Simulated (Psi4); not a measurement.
A run for Psi4: SAPT0/jun-cc-pV(D+d)Z on ClH5SSi (a complex), monomers drawn apart or pushed together.

```
memory 1800 MB

molecule dimer {
0 1
S     1.20144351   -0.08017689   -0.53455461
H    -0.04476525   -0.52801572   -0.31494729
H     0.84537292    1.18737266   -0.27320004
--
0 1
Si   -0.40157668    0.56987011    6.02142609
Cl   -2.09663662    1.45961359    5.22368927
H    -0.33074988   -0.82172788    5.54292611
H    -0.54247415    0.60285279    7.49136530
H     0.77904703    1.34429954    5.60073805
units angstrom
symmetry c1
no_reorient
no_com
}

set {
  basis jun-cc-pV(D+d)Z
  scf_type df
  freeze_core true
}

energy('sapt0')
```

It printed:

```
[...]
==> Input File <==

--------------------------------------------------------------------------
memory 1800 MB

molecule dimer {
0 1
S     1.20144351   -0.08017689   -0.53455461
H    -0.04476525   -0.52801572   -0.31494729
H     0.84537292    1.18737266   -0.27320004
--
0 1
Si   -0.40157668    0.56987011    6.02142609
Cl   -2.09663662    1.45961359    5.22368927
H    -0.33074988   -0.82172788    5.54292611
H    -0.54247415    0.60285279    7.49136530
H     0.77904703    1.34429954    5.60073805
units angstrom
symmetry c1
no_reorient
no_com
}

set {
  basis jun-cc-pV(D+d)Z
  scf_type df
  freeze_core true
}

energy('sapt0')
--------------------------------------------------------------------------


   => Loading Basis Set <=

    Name: JUN-CC-PV(D+D)Z
    Role: ORBITAL
    Keyword: BASIS
    atoms 1        entry S          line   698 file jun-cc-pv_dpd_z.gbs
    atoms 2-3, 6-8 entry H          line    60 file jun-cc-pv_dpd_z.gbs
    atoms 4        entry SI         line   566 file jun-cc-pv_dpd_z.gbs
    atoms 5        entry CL         line   764 file jun-cc-pv_dpd_z.gbs

   => Loading Basis Set <=

    Name: JUN-CC-PV(D+D)Z
    Role: ORBITAL
    Keyword: BASIS
    atoms 1        entry S          line   698 file jun-cc-pv_dpd_z.gbs
    atoms 2-3, 6-8 entry H          line    60 file jun-cc-pv_dpd_z.gbs
    atoms 4        entry SI         line   566 file jun-cc-pv_dpd_z.gbs
    atoms 5        entry CL         line   764 file jun-cc-pv_dpd_z.gbs


  //>>>>>>>>>>>>>>>>>>>>>>>>>>>>>>>>>>>//
  //              Dimer HF             //
  //<<<<<<<<<<<<<<<<<<<<<<<<<<<<<<<<<<<//

   => Libint2 <=

    Primary   basis highest AM E, G, H:  7, 6, 3
    Auxiliary basis highest AM E, G, H:  7, 7, 4
    Onebody   basis highest AM E, G, H:  -, -, -
    Solid Harmonics ordering:            Gaussian


   => Loading Basis Set <=

    Name: JUN-CC-PV(D+D)Z
    Role: ORBITAL
    Keyword: BASIS
    atoms 1        entry S          line   698 file jun-cc-pv_dpd_z.gbs
    atoms 2-3, 6-8 entry H          line    60 file jun-cc-pv_dpd_z.gbs
    atoms 4        entry SI         line   566 file jun-cc-pv_dpd_z.gbs
    atoms 5        entry CL         line   764 file jun-cc-pv_dpd_z.gbs


         ---------------------------------------------------------
                                   SCF
               by Justin Turney, Rob Parrish, Andy Simmonett
                          and Daniel G. A. Smith
                              RHF Reference
                        1 Threads,   1716 MiB Core
         ---------------------------------------------------------

  ==> Geometry <==

    Molecular point group: c1
    Full point group: C1

    Geometry (in Angstrom), charge = 0, multiplicity = 1:

       Center              X                  Y                   Z               Mass
    ------------   -----------------  -----------------  -----------------  -----------------
         S            1.201443510000    -0.080176890000    -0.534554610000    31.972071174400
         H           -0.044765250000    -0.528015720000    -0.314947290000     1.007825032230
         H            0.845372920000     1.187372660000    -0.273200040000     1.007825032230
         SI          -0.401576680000     0.569870110000     6.021426090000    27.976926534650
         CL          -2.096636620000     1.459613590000     5.223689270000    34.968852682000
         H           -0.330749880000    -0.821727880000     5.542926110000     1.007825032230
         H           -0.542474150000     0.602852790000     7.491365300000     1.007825032230
         H            0.779047030000     1.344299540000     5.600738050000     1.007825032230

  Running in c1 symmetry.

  Rotational constants: A =      0.14774  B =      0.00736  C =      0.00708 [cm^-1]
  Rotational constants: A =   4429.17932  B =    220.77370  C =    212.36449 [MHz]
  Nuclear repulsion =  146.654862674487191

  Charge       = 0
  Multiplicity = 1
  Electrons    = 52
  Nalpha       = 26
  Nbeta        = 26

  ==> Algorithm <==

  SCF Algorithm Type is DF.
  DIIS enabled.
  MOM disabled.
  Fractional occupation disabled.
  Guess Type is SAD.
  Energy threshold   = 1.00e-08
  Density threshold  = 1.00e-08
  Integral threshold = 1.00e-12

  ==> Primary Basis <==

  Basis Set: JUN-CC-PV(D+D)Z
    Blend: JUN-CC-PV(D+D)Z
    Number of shells: 48
    Number of basis functions: 106
    Number of Cartesian functions: 112
    Spherical Harmonics?: true
    Max angular momentum: 2

   => Loading Basis Set <=

    Name: (JUN-CC-PV(D+D)Z AUX)
    Role: JKFIT
    Keyword: DF_BASIS_SCF
    atoms 1        entry S          line   666 file jun-cc-pvdz-jkfit.gbs
    atoms 2-3, 6-8 entry H          line    70 file jun-cc-pvdz-jkfit.gbs
    atoms 4        entry SI         line   506 file jun-cc-pvdz-jkfit.gbs
    atoms 5        entry CL         line   746 file jun-cc-pvdz-jkfit.gbs

  ==> Integral Setup <==

  DFHelper Memory: AOs need 0.035 GiB; user supplied 1.257 GiB.
  SCF_SUBTYPE=INCORE selected. In-core MEM_DF algorit
[...]
   5.826629
      96A      5.960311    97A      6.714509    98A     11.041590
      99A     11.042569   100A     11.077405   101A     11.099153
     102A     11.213890   103A     20.287220   104A     20.639271
     105A     20.730629   106A    137.721967

    Final Occupation by Irrep:
              A
    DOCC [    17 ]
    NA   [    17 ]
    NB   [    17 ]

  @DF-RHF Final Energy:  -750.23302378211429

   => Energetics <=

    Nuclear Repulsion Energy =             85.7766040749362304
    One-Electron Energy =               -1208.7776184378067228
    Two-Electron Energy =                 372.7679905807563614
    Total Energy =                       -750.2330237821142873

Computation Completed


Properties will be evaluated at   0.000000,   0.000000,   0.000000 [a0]

Properties computed using the SCF density matrix


 Multipole Moments:

 ------------------------------------------------------------------------------------
     Multipole            Electronic (a.u.)      Nuclear  (a.u.)        Total (a.u.)
 ------------------------------------------------------------------------------------

 L = 1.  Multiply by 2.5417464519 to convert [e a0] to [Debye]
 Dipole X            :         78.7507919          -78.1573209            0.5934710
 Dipole Y            :        -64.4048460           64.0939110           -0.3109350
 Dipole Z            :       -362.0748330          362.3317642            0.2569312
 Magnitude           :                                                    0.7175667

 ------------------------------------------------------------------------------------

  Constructing Basis Sets for SAPT...

   => Loading Basis Set <=

    Name: (JUN-CC-PV(D+D)Z AUX)
    Role: RIFIT
    Keyword: DF_BASIS_SAPT
    atoms 1        entry S          line   488 file jun-cc-pvdz-ri.gbs
    atoms 2-3, 6-8 entry H          line    30 file jun-cc-pvdz-ri.gbs
    atoms 4        entry SI         line   376 file jun-cc-pvdz-ri.gbs
    atoms 5        entry CL         line   544 file jun-cc-pvdz-ri.gbs

   => Loading Basis Set <=

    Name: (JUN-CC-PV(D+D)Z AUX)
    Role: JKFIT
    Keyword: DF_BASIS_ELST
    atoms 1        entry S          line   666 file jun-cc-pvdz-jkfit.gbs
    atoms 2-3, 6-8 entry H          line    70 file jun-cc-pvdz-jkfit.gbs
    atoms 4        entry SI         line   506 file jun-cc-pvdz-jkfit.gbs
    atoms 5        entry CL         line   746 file jun-cc-pvdz-jkfit.gbs


  //>>>>>>>>>>>>>>>>>>>>>>>>>>>>>>>>>>>//
  //               SAPT0               //
  //<<<<<<<<<<<<<<<<<<<<<<<<<<<<<<<<<<<//



        SAPT0
    Ed Hohenstein
     6 June 2009

      Orbital Information
  --------------------------
    NSO        =       106
    NMO        =       106
    NRI        =       325
    NRI (Elst) =       478
    NOCC A     =         9
    NOCC B     =        17
    FOCC A     =         5
    FOCC B     =        10
    NVIR A     =        97
    NVIR B     =        89

    Elst10,r            =    -0.000247605056 [Eh]
    Exch10              =     0.000000562887 [Eh]
    Exch10 (S^2)        =     0.000000562886 [Eh]

    Maxiter = 50
    CPHF R converge = 1.000000E-08

    Iter     Energy [mEh]          dE [mEh]         Residual      Time [s]
       1      -0.00146039       0.001460391     2.614788e-04             0
       2      -0.00163321       0.000172822     1.342578e-04             0
       3      -0.00176414       0.000130925     1.209982e-05             0
       4      -0.00175728      -0.000006854     3.575455e-06             0
       5      -0.00175672      -0.000000568     8.314060e-07             0
       6      -0.00175710       0.000000383     2.086464e-07             0
       7      -0.00175703      -0.000000066     3.370239e-08             0
       8      -0.00175704       0.000000006     9.068813e-09             0

    CHF Iterations converged

    Maxiter = 50
    CPHF R converge = 1.000000E-08

    Iter     Energy [mEh]          dE [mEh]         Residual      Time [s]
       1      -0.00203828       0.002038285     3.303298e-04             0
       2      -0.00231321       0.000274922     1.502265e-04             0
       3      -0.00250728       0.000194075     2.232603e-05             0
       4      -0.00249956      -0.000007718     7.382199e-06             0
       5      -0.00249749      -0.000002073     1.636787e-06             0
       6      -0.00249804       0.000000545     3.986637e-07             0
       7      -0.00249807       0.000000036     6.507355e-08             0
       8      -0.00249805      -0.000000023     9.657511e-09             0

    CHF Iterations converged

    Ind20,r (A<-B)      =    -0.000001757037 [Eh]
    Ind20,r (B<-A)      =    -0.000002498049 [Eh]
    Ind20,r             =    -0.000004255087 [Eh]
    Exch-Ind20,r (A<-B) =     0.000000216131 [Eh]
    Exch-Ind20,r (B<-A) =     0.000000014360 [Eh]
    Exch-Ind20,r        =     0.000000230491 [Eh]
    Disp20              =    -0.000065412773 [Eh]
    Disp20 (SS)         =    -0.000032706386 [Eh]
    Disp20 (OS)         =    -0.000032706386 [Eh]
    Exch-Disp20         =     0.000000081226 [Eh]
    Exch-Disp20 (SS)    =     0.000000055822 [Eh]
    Exch-Disp20 (OS)    =     0.000000025404 [Eh]

    SAPT Results
  --------------------------------------------------------------------------------------------------------
    Electrostatics                 -0.24760506 [mEh]      -0.15537452 [kcal/mol]      -0.65008699 [kJ/mol]
      Elst10,r                     -0.24760506 [mEh]      -0.15537452 [kcal/mol]      -0.65008699 [kJ/mol]

    Exchange                        0.00056289 [mEh]       0.00035322 [kcal/mol]       0.00147786 [kJ/mol]
      Exch10                        0.00056289 [mEh]       0.00035322 [kcal/mol]       0.00147786 [kJ/mol]
      Exch10(S^2)                   0.00056289 [mEh]       0.00035322 [kcal/mol]       0.00147786 [kJ/mol]

    Induction                      -0.00411470 [mEh]      -0.00258201 [kcal/mol]      -0.01080314 [kJ/mol]
      Ind20,r                      -0.00425509 [mEh]      -0.00267011 [kcal/mol]      -0.01117173 [kJ/mol]
      Exch-Ind20,r                  0.00023049 [mEh]       0.00014464 [kcal/mol]       0.00060515 [kJ/mol]
      delta HF,r (2)               -0.00009010 [mEh]      -0.00005654 [kcal/mol]      -0.00023656 [kJ/mol]

    Dispersion                     -0.06533155 [mEh]      -0.04099616 [kcal/mol]      -0.17152795 [kJ/mol]
      Disp20                       -0.06541277 [mEh]      -0.04104713 [kcal/mol]      -0.17174121 [kJ/mol]
      Exch-Disp20                   0.00008123 [mEh]       0.00005097 [kcal/mol]       0.00021326 [kJ/mol]
      Disp20 (SS)                  -0.03270639 [mEh]      -0.02052357 [kcal/mol]      -0.08587061 [kJ/mol]
      Disp20 (OS)                  -0.03270639 [mEh]      -0.02052357 [kcal/mol]      -0.08587061 [kJ/mol]
      Exch-Disp20 (SS)              0.00005582 [mEh]       0.00003503 [kcal/mol]       0.00014656 [kJ/mol]
      Exch-Disp20 (OS)              0.00002540 [mEh]       0.00001594 [kcal/mol]       0.00006670 [kJ/mol]

  Total HF                         -0.25115687 [mEh]      -0.15760331 [kcal/mol]      -0.65941226 [kJ/mol]
  Total SAPT0                      -0.31648841 [mEh]      -0.19859948 [kcal/mol]      -0.83094021 [kJ/mol]

  Special recipe for scaled SAPT0 (see Manual):
    Electrostatics sSAPT0          -0.24760506 [mEh]      -0.15537452 [kcal/mol]      -0.65008699 [kJ/mol]
    Exchange sSAPT0                 0.00056289 [mEh]       0.00035322 [kcal/mol]       0.00147786 [kJ/mol]
    Induction sSAPT0               -0.00411470 [mEh]      -0.00258201 [kcal/mol]      -0.01080314 [kJ/mol]
    Dispersion sSAPT0              -0.06533155 [mEh]      -0.04099616 [kcal/mol]      -0.17152795 [kJ/mol]
  Total sSAPT0                     -0.31648841 [mEh]      -0.19859948 [kcal/mol]      -0.83094021 [kJ/mol]
  --------------------------------------------------------------------------------------------------------



*** Psi4 exiting successfully. Buy a developer a beer!
```

The run finished.

Cost: roughly 14 core-seconds.
